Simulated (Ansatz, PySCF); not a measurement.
C3H2O, SMILES C#CC=O. Atoms are numbered in the order given.

```xyz
6

C     -0.1340    -1.8760     0.0000
C      0.0892    -0.6834     0.0000
C      0.4082     0.7342     0.0000
O     -0.4172     1.6159     0.0000
H     -0.3472    -2.9297     0.0000
H      1.5045     0.9541     0.0000
```
Charge 0, spin multiplicity 1.

Geometry optimised at B3LYP-D3(BJ)/def2-SVP.

Vertical ionisation energy (IE) and electron affinity (EA) in eV. Rows of orbital energies are one-electron estimates. Where ΔSCF, EOM or ADC give a negative EA the extra electron is unbound and the value depends on the basis.

```csv
level,IE,EA
"−ε(HOMO), −ε(LUMO), HF/def2-TZVPD (PySCF)",11.59,-1.64
"−ε(HOMO), −ε(LUMO), PBE/def2-TZVPD (PySCF)",6.54,3.31
"ΔSCF, CAM-B3LYP/def2-SVPD (Ansatz), final states of multiplicity 2 and 2",10.77,0.14
"ΔSCF, PBE/def2-SVPD (Ansatz), final states of multiplicity 2 and 2",10.51,0.10
```

What vertical singlet–triplet gap does ΔSCF give with CAM-B3LYP/def2-SVPD (Ansatz, a quantum-chemistry and plane-wave program) and with PBE/def2-SVPD (Ansatz)? (The exact figures need the calculation; the answer reports its results.)

3.20 and 3.21 eV (triplet above singlet where positive).
